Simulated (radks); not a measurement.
Results of a calculation; reference values are marked as such.
Coulomb parameter of the 5d shell of the platinum ion Pt+ in the model configuration [Xe] 4f14 5d7 6p2, as a second difference U = [E(n + 0.5) + E(n - 0.5) - 2 E(n)] / (0.5)^2 with all orbitals relaxed. "Bare": the charge of the atom changes with n. "Screened": the 6p shell takes up the change at fixed total charge, which measures U(5d,5d) + U(6p,6p) - 2 U(5d,6p). Level of theory: Dirac Kohn-Sham, BLYP, spin-unpolarised, spherical densities, point nucleus; open shells are shared between the two j in proportion to 2j + 1 (a radial shooting solver on a logarithmic mesh with Libxc functionals).

\begin{tabular}{lrr}
case & configuration & E - E(n) (eV) \\ \hline
start & [Xe] 4f14 5d7 6p2 & 0.000 \\
bare +0.5 & [Xe] 4f14 5d7.5 6p2 & -9.438 \\
bare -0.5 & [Xe] 4f14 5d6.5 6p2 & 12.248 \\
screened +0.5 & [Xe] 4f14 5d7.5 6p1.5 & -5.729 \\
screened -0.5 & [Xe] 4f14 5d6.5 6p2.5 & 6.350 \\
\end{tabular}

U(bare) = 11.241 eV, U(screened by 6p) = 2.483 eV.
